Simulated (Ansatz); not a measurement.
A series at B: from `CB(C)C`, ligands are replaced one by one, each step taking up H₂ and setting free CH₄; n counts the steps. Ansatz, PBE0-D4/def2-TZVP geometries.

CBS adds triple-zeta CCSD(T) − MP2 to the MP2 limit, frozen cores; atoms without spin–orbit coupling. 

```tsv
n	molecule	atomization energy, CCSD(T)/CBS (kJ/mol)
0	`CB(C)C`	?
1	`CBC`	3741.0
2	`BC`	2458.2
3	BH₃	1175.4
```

Q: By hand: fit a straight line y = ȳ + b (n − n̄) to the 3 given rows and predict n = 0.

A: n̄ = 2.000, ȳ = 2458.20; Σ(n − n̄)(y − ȳ) = -2565.60, Σ(n − n̄)² = 2.000, so b = -1282.80 kJ/mol a step. Prediction: 2458.20 + (-1282.80) × (-2.000) = 5023.8 kJ/mol.

Q: By hand: compare with the computed value, 5021.3 kJ/mol, and give the steps along the whole series.

A: The line misses by -2.5 kJ/mol (computed minus predicted). Steps: -1280.3, -1282.8, -1282.8 kJ/mol.

The steps differ by at most 2.5 kJ/mol, 0.2 % of a mean step, so the ligands' effects nearly add and a line is close. The miss is 0.1 % of the series' range. The energies themselves are unsure by some kJ/mol a bond, though much of that is common to the series.
